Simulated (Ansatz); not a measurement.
`[NH2][Sc]([OH])[F]` + HCl → `[OH][Sc]([F])[Cl]` + NH₃ at 500 K and 1 bar (ligand exchange at the Sc–N bond).

Calculated with Ansatz (gas phase, PBE0-D4/def2-TZVP geometries, no zero-point term in ΔE). CCSD(T)/CBS adds triple-zeta CCSD(T) − MP2 to the extrapolated MP2 energy (def2 sets, frozen cores). This one scheme is used for every species. For Sc outer-core shells are correlated without core-valence functions, which leaves a few kJ/mol of doubt a bond. Scalar relativity is left out up to krypton. One conformer a species, not always the lowest.

```
             species  CCSD(T)/CBS energy (Eh)  H − E (kJ/mol)  S (J/(mol·K))
`[NH2][Sc]([OH])[F]`               -991.84569           145.1          392.5
                 HCl               -460.38127            32.5          201.9
 `[OH][Sc]([F])[Cl]`              -1395.76221            77.9          384.8
                 NH₃                -56.50880           108.2          211.8
```

H − E and S are ideal-gas, rigid-rotor, harmonic terms from PBE0-D4/def2-TZVP, for one conformer and one mirror image of each species. 1 Eh = 2625.50 kJ/mol, R = 8.31446 J/(mol·K).

Question: By hand: ΔE, ΔH, ΔS and ΔG.

Answer: ΔE = (-1395.76221) + (-56.50880) − (-991.84569) − (-460.38127) = -0.04405 Eh = -115.7 kJ/mol. Δ(H − E) = 77.9 + 108.2 − 145.1 − 32.5 = 8.5, so ΔH = -107.2 kJ/mol. ΔS = 384.8 + 211.8 − 392.5 − 201.9 = 2.2 J/(mol·K). ΔG = -107.2 − 500 × (2.2)/1000 = -108.3 kJ/mol.

Question: By hand: the equilibrium constant, and the temperature at which ΔG would vanish if ΔH and ΔS stayed fixed.

Answer: log₁₀ K = −ΔG/(RT ln 10) = 11.3. ΔH and −TΔS have one sign here, so there is no such temperature.

The number of gas molecules stays the same, so ΔS is small and ΔH decides. A doubt of 5 kJ/mol in ΔE shifts log₁₀ K by 0.5 here. Other conformers and mirror images would add mixing entropy, several J/(mol·K) or more a flexible species. These are equilibria of isolated gas molecules and say nothing of rates. Largest T1 diagnostic: 0.016 (customary marks: 0.02 for closed shells, 0.045 for open ones).

ΔS is within the doubt of such terms, so its sign, and with it that verdict, could turn.
